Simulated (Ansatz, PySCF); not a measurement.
C4H12O3Si, SMILES CCCC[Si](O)(O)O. Atoms are numbered in the order given.

```xyz
20

C     -4.0121     0.2250     0.4038
C     -2.8115    -0.6794     0.1521
C     -1.4848     0.0774     0.1358
C     -0.2661    -0.8191    -0.1169
Si     1.3439     0.1100    -0.1141
O      1.2232     1.1980    -1.3600
O      1.6249     0.9546     1.2870
O      2.6622    -0.9032    -0.2422
H     -4.9567    -0.3413     0.4108
H     -4.0941     1.0022    -0.3740
H     -3.9247     0.7408     1.3746
H     -2.7681    -1.4694     0.9252
H     -2.9362    -1.2092    -0.8109
H     -1.5205     0.8667    -0.6371
H     -1.3534     0.6069     1.0981
H     -0.2139    -1.6187     0.6461
H     -0.3764    -1.3385    -1.0886
H      1.8718     1.9123    -1.3488
H      2.2585     0.5441     1.8867
H      2.6496    -1.5381    -0.9672
```
Charge 0, spin multiplicity 1.

The structure is a stationary point at r2SCAN-D4/def2-SVP. One conformer was computed; it need not be the lowest.

Two levels are set side by side: PBE-D3(BJ)/def2-SVP (Ansatz, a quantum-chemistry and plane-wave program) and r2SCAN-D4/def2-SVP (Ansatz). Each level has its own optimised geometry; the coordinates shown are those of the second. Frequencies come from the Hessian of PySCF at each geometry. Differences are taken from unrounded values.

```tsv
quantity	r2SCAN-D4
mean bond length (Å)	1.277
bond C1–C2 (Å)	1.524
bond C2–C3 (Å)	1.527
bond C3–C4 (Å)	1.534
bond C4–Si5 (Å)	1.859
bond Si5–O6 (Å)	1.658
bond Si5–O7 (Å)	1.660
bond Si5–O8 (Å)	1.668
bond C1–H9 (Å)	1.101
bond C1–H10 (Å)	1.103
bond C1–H11 (Å)	1.103
bond C2–H12 (Å)	1.106
bond C2–H13 (Å)	1.106
bond C3–H14 (Å)	1.105
bond C3–H15 (Å)	1.106
bond C4–H16 (Å)	1.106
bond C4–H17 (Å)	1.107
highest harmonic wavenumber (cm⁻¹)	3890
mean harmonic wavenumber (cm⁻¹)	1338
zero-point energy (kcal/mol)	103.30
```

Q: What does PBE-D3(BJ) give, and how far is it from r2SCAN-D4? (An estimate is asked for; the answer gives what the named calculation found.)

A: 
```csv
quantity,PBE-D3(BJ),PBE-D3(BJ) minus r2SCAN-D4
mean bond length (Å),1.286,0.008
bond C1–C2 (Å),1.529,0.005
bond C2–C3 (Å),1.532,0.005
bond C3–C4 (Å),1.537,0.003
bond C4–Si5 (Å),1.871,0.012
bond Si5–O6 (Å),1.674,0.015
bond Si5–O7 (Å),1.676,0.016
bond Si5–O8 (Å),1.683,0.016
bond C1–H9 (Å),1.109,0.007
bond C1–H10 (Å),1.110,0.007
bond C1–H11 (Å),1.110,0.007
bond C2–H12 (Å),1.113,0.007
bond C2–H13 (Å),1.113,0.007
bond C3–H14 (Å),1.112,0.007
bond C3–H15 (Å),1.113,0.007
bond C4–H16 (Å),1.113,0.006
bond C4–H17 (Å),1.114,0.006
highest harmonic wavenumber (cm⁻¹),3771,-119
mean harmonic wavenumber (cm⁻¹),1305,-33
zero-point energy (kcal/mol),100.77,-2.53
```
